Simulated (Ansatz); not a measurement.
Molecule: dihydroxysilane, sum formula H4SiO2 (charge 0, singlet). 
Geometry from a B3LYP-D3(BJ)/def2-TZVP (Ansatz, a quantum-chemistry and plane-wave program) optimisation:
```
Si
O 1 1.6456
H 2 0.9596 1 119.42
O 1 1.6456 2 114.22 3 82.78
H 4 0.9596 1 119.42 2 -82.78
H 1 1.4685 2 105.68 3 -161.50
H 1 1.4846 6 113.37 4 119.29
```
Charge 0, spin multiplicity 1.

Parts of the frozen-core correlation energy in cc-pV(D+d)Z (Ansatz, hartree). Frozen orbitals: 7; correlated occupied orbitals by spin: 10 and 10; virtual: 54 and 54. No spin-orbit coupling. No relativistic terms.

```tsv
term	value
reference (HF)	-441.08633
MP2 opposite-spin	-0.36035
MP2 same-spin	…
CCSD correlation	…
(T)	…
T1 diagnostic	0.012
largest doubles amplitude	0.026
```

**Question.** What belongs in the gaps?

**Answer.** 
- MP2 same-spin, value: -0.11823
- CCSD correlation, value: -0.50393
- (T), value: -0.01003
